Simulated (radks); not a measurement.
Problem. Ti III, configuration [Ar] 4p2 (not the ground configuration). All-electron calculation, Dirac Kohn-Sham, PBE, spin-unpolarised, spherical densities, finite nucleus; open shells are shared between the two j in proportion to 2j + 1; Fermi nuclear charge, rms radius 3.5921 fm. Program: a radial shooting solver on a logarithmic mesh with Libxc functionals. Some entries of the table are withheld. Estimate them.

orbital      occ.  eigenvalue (eV)  <r> (bohr)
1s1/2           2        -4900.724     0.06959
2s1/2           2        -571.4626      0.3248
2p1/2           2        -482.4617      0.2881
2p3/2           4        -476.6994      0.2908
3s1/2           2              (1)      0.9794
3p1/2           2              (2)       1.031
3p3/2           4              (3)       1.038
4p1/2    0.666667         -16.8848       3.009
4p3/2     1.33333         -16.7916       3.023

Solution. 
(1) 3s1/2 eigenvalue (eV): -93.8685
(2) 3p1/2 eigenvalue (eV): -69.9374
(3) 3p3/2 eigenvalue (eV): -69.2148
